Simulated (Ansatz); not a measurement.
Isolated molecules relaxed with PBE0-D4/def2-TZVP in Ansatz; ΔE leaves out vibrations. CCSD(T)/CBS adds triple-zeta CCSD(T) − MP2 to the extrapolated MP2 energy (def2 sets, frozen cores). This one scheme is used for every species. DFT in def2-TZVPP. B3LYP here is the variant with VWN-RPA as its local correlation; programs differ in this. One conformer a species, not always the lowest.

Consider the redistribution: `CC[Si]SC` + `C[SiH](O)[SiH3]` → `C[Si]SC` + `CC[SiH](O)[SiH3]`.

`CC[Si]SC`:

Z-matrix (Å, degrees):
```
C
C 1 1.533
H 1 1.093 2 111.8
H 1 1.094 2 111.6 3 119.7
H 1 1.093 2 111.4 3 -120.5
Si 2 1.911 1 108.6 3 -64.9
H 2 1.093 1 110.7 3 60.7
H 2 1.095 1 109.3 3 178.3
S 6 2.119 2 102.7 1 88.1
C 9 1.815 6 112.3 2 4.5
H 10 1.090 9 107.0 6 -174.3
H 10 1.089 9 110.6 6 67.1
H 10 1.088 9 111.2 6 -55.2
```

`C[SiH](O)[SiH3]`:

Cartesian coordinates in Å:
```
C -0.195 -1.553 -0.716
Si -0.289 0.302 -0.504
O 0.790 1.096 -1.478
Si 0.239 0.944 1.685
H 0.805 -1.926 -0.483
H -0.439 -1.845 -1.741
H -0.907 -2.048 -0.049
H -1.684 0.731 -0.831
H 0.635 1.075 -2.423
H 1.618 0.513 2.047
H -0.710 0.293 2.633
H 0.138 2.417 1.861
```

`C[Si]SC`:

Z-matrix (Å, degrees):
```
C
Si 1 1.903
H 1 1.091 2 116.5
H 1 1.096 2 108.4 3 -123.2
H 1 1.097 2 108.0 3 122.6
S 2 2.108 1 96.6 3 -2.5
C 6 1.812 2 103.4 1 -179.7
H 7 1.091 6 110.3 2 -0.2
H 7 1.090 6 109.0 2 -120.6
H 7 1.090 6 109.1 2 120.2
```

`CC[SiH](O)[SiH3]`:

```xyz
15

C     0.264   -2.278    0.150
C     0.493   -0.840    0.608
Si   -0.196    0.438   -0.578
O    -1.826    0.245   -0.817
Si    0.098    2.614    0.236
H     0.694   -2.999    0.851
H     0.717   -2.462   -0.828
H    -0.802   -2.504    0.069
H     0.046   -0.677    1.595
H     1.565   -0.639    0.722
H     0.520    0.275   -1.883
H    -2.105   -0.464   -1.397
H     1.548    2.862    0.475
H    -0.396    3.631   -0.730
H    -0.619    2.797    1.528
```

```json
{"level": "PBE-D4", "ΔE (kJ/mol)": "-13.5", "difference from CCSD(T)/CBS": "0.0"}
{"level": "r2SCAN-D4", "ΔE (kJ/mol)": "-14.2", "difference from CCSD(T)/CBS": "-0.7"}
{"level": "PBE0-D4", "ΔE (kJ/mol)": "-14.5", "difference from CCSD(T)/CBS": "-1.0"}
{"level": "B3LYP-D4", "ΔE (kJ/mol)": "-12.5", "difference from CCSD(T)/CBS": "1.0"}
{"level": "ωB97X-V", "ΔE (kJ/mol)": "-14.7", "difference from CCSD(T)/CBS": "-1.2"}
{"level": "B2PLYP", "ΔE (kJ/mol)": "-15.1", "difference from CCSD(T)/CBS": "-1.6"}
{"level": "PBE", "ΔE (kJ/mol)": "-16.2", "difference from CCSD(T)/CBS": "-2.7"}
{"level": "HF/def2-TZVPP", "ΔE (kJ/mol)": "-18.1", "difference from CCSD(T)/CBS": "-4.6"}
{"level": "MP2/def2-TZVPP", "ΔE (kJ/mol)": "-13.0", "difference from CCSD(T)/CBS": "0.5"}
{"level": "SCS-MP2/def2-TZVPP", "ΔE (kJ/mol)": "-13.4", "difference from CCSD(T)/CBS": "0.1"}
{"level": "CCSD/def2-TZVPP", "ΔE (kJ/mol)": "-13.6", "difference from CCSD(T)/CBS": "-0.1"}
{"level": "CCSD(T)/def2-TZVPP", "ΔE (kJ/mol)": "-12.8", "difference from CCSD(T)/CBS": "0.7"}
{"level": "HF/def2-QZVPP", "ΔE (kJ/mol)": "-18.3", "difference from CCSD(T)/CBS": "-4.8"}
{"level": "SCS-MP2/def2-QZVPP", "ΔE (kJ/mol)": "-13.9", "difference from CCSD(T)/CBS": "-0.4"}
{"level": "HF/CBS(def2)", "ΔE (kJ/mol)": "-18.3", "difference from CCSD(T)/CBS": "-4.8"}
{"level": "CCSD/CBS(def2)", "ΔE (kJ/mol)": "-14.3", "difference from CCSD(T)/CBS": "-0.8"}
{"level": "CCSD(T)/CBS", "ΔE (kJ/mol)": "-13.5", "difference from CCSD(T)/CBS": "0"}
```

Largest T1 diagnostic among the species: 0.014.

The D4 term adds +4.1 kJ/mol with B3LYP and +2.4 kJ/mol with PBE0; it sums over pairs of atoms, weighted by their polarisabilities, and B3LYP, whose exchange is more repulsive, gets the larger term. In def2-TZVPP, CCSD(T) changes the Hartree–Fock value by +5.3 kJ/mol (the triples alone add +0.9 kJ/mol) and MP2 by +5.1 kJ/mol.
